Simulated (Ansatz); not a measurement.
Reaction (redistribution): `B[SiH](C)BF` + `CO[SiH](N)O` → `B[SiH](O)OC` + `C[SiH](N)BF`

Isolated molecules relaxed with PBE0-D4/def2-TZVP in Ansatz; ΔE leaves out vibrations. CBS: MP2 limit from def2 TZ/QZ plus the TZ coupled-cluster correction, frozen cores. DFT in def2-TZVPP. Each species was taken in one conformer, which may not be the lowest.

`B[SiH](C)BF`:

Z-matrix (Å, degrees):
```
Si
C 1 1.880
B 1 2.041 2 112.7
B 1 2.001 2 115.7 3 -116.8
H 1 1.496 2 111.1 3 117.9
H 2 1.092 1 111.3 3 -60.3
H 2 1.092 1 110.2 3 59.5
H 2 1.092 1 111.1 3 179.1
F 3 1.324 1 120.0 2 -19.2
H 3 1.203 1 123.9 2 162.0
H 4 1.197 1 122.1 2 18.1
H 4 1.196 1 120.4 2 -166.0
```

`CO[SiH](N)O`:

Z-matrix (Å, degrees):
```
C
O 1 1.409
H 1 1.096 2 111.5
H 1 1.094 2 111.3 3 121.4
H 1 1.092 2 108.2 3 -119.0
Si 2 1.633 1 124.0 3 -61.2
O 6 1.643 2 104.9 1 -50.7
N 6 1.701 2 112.4 1 -171.5
H 6 1.486 2 110.4 1 69.5
H 7 0.958 6 116.5 2 -174.4
H 8 1.008 6 120.7 2 55.7
H 8 1.007 6 119.3 2 -88.7
```

`B[SiH](O)OC`:

```xyz
12

B    -0.859    2.057    0.585
Si   -0.485    0.081    0.554
O    -1.836   -0.792    0.183
O     0.714   -0.041   -0.563
C     1.531   -1.175   -0.747
H    -1.403    2.576   -0.348
H    -0.562    2.769    1.498
H    -0.025   -0.556    1.818
H    -2.348   -0.494   -0.572
H     1.784   -1.649    0.209
H     2.456   -0.862   -1.236
H     1.032   -1.914   -1.381
```

`C[SiH](N)BF`:

```xyz
12

C     0.050   -1.088   -1.231
Si    0.465    0.073    0.189
N     0.449    1.757   -0.183
B    -0.857   -0.192    1.714
F    -0.916   -1.360    2.339
H     0.108   -2.130   -0.902
H    -0.956   -0.908   -1.617
H     0.756   -0.958   -2.056
H     1.848   -0.272    0.637
H     1.102    2.162   -0.833
H    -0.414    2.274   -0.167
H    -1.635    0.642    2.110
```

CCSD(T)/CBS gives +0.43 eV.

Another level gave +0.46 eV. Which?
A. HF/def2-TZVPP
B. PBE0-D4/def2-TZVPP
C. r2SCAN-D4/def2-TZVPP
D. MP2/def2-TZVPP

B. PBE0-D4 0.46, MP2/def2-TZVPP 0.41, r2SCAN-D4 0.51, HF/def2-TZVPP 0.35 eV.

Largest T1 diagnostic among the species: 0.014.

In def2-TZVPP, CCSD(T) changes the Hartree–Fock value by +0.07 eV (the triples alone add +0.01 eV) and MP2 by +0.06 eV.
